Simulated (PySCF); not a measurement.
## From computed data to an observable: chemical shift, span and skew from a shielding tensor

Be(SH)(SMe) (CH4BeS2), SMILES C[S][Be][SH]. Atoms are numbered in the order given.

```xyz
8

Be    -0.1979     0.3200     0.4005
S     -1.8204     1.2420     0.7847
H     -2.3665     0.1623     1.3923
S      1.4266    -0.5779     0.0131
C      1.0669    -1.2891    -1.6386
H      0.2769    -2.0494    -1.5834
H      1.9923    -1.7704    -1.9817
H      0.7883    -0.5126    -2.3627
```

Geometry optimised at PBE0-D3(BJ)/def2-SVP. One conformer was computed; it need not be the lowest.

GIAO shieldings from B3LYP/pcSseg-1 (PySCF), non-relativistic, no solvent. The symmetric part of the tensor of C5 has the principal values 160.3, 161.1, 185.2 ppm. The same nucleus in TMS has σ = 181.3 ppm at this level (PySCF, at its B3LYP-D3(BJ)/def2-TZVP geometry).

Question: Work out the isotropic shielding, the ¹³C shift against TMS, the span and the skew.

Answer: 
σ(iso) = (σ11 + σ22 + σ33)/3 = 168.9 ppm. δ = σ(ref) − σ(iso) = 181.3 − (168.9) = 12.4 ppm.
Span Ω = σ33 − σ11 = 24.9 ppm. Skew κ = 3(σ(iso) − σ22)/Ω = 0.94. Tumbling in solution averages the tensor to δ; in a static solid the shielding alone would spread this spin-1/2 line over Ω.
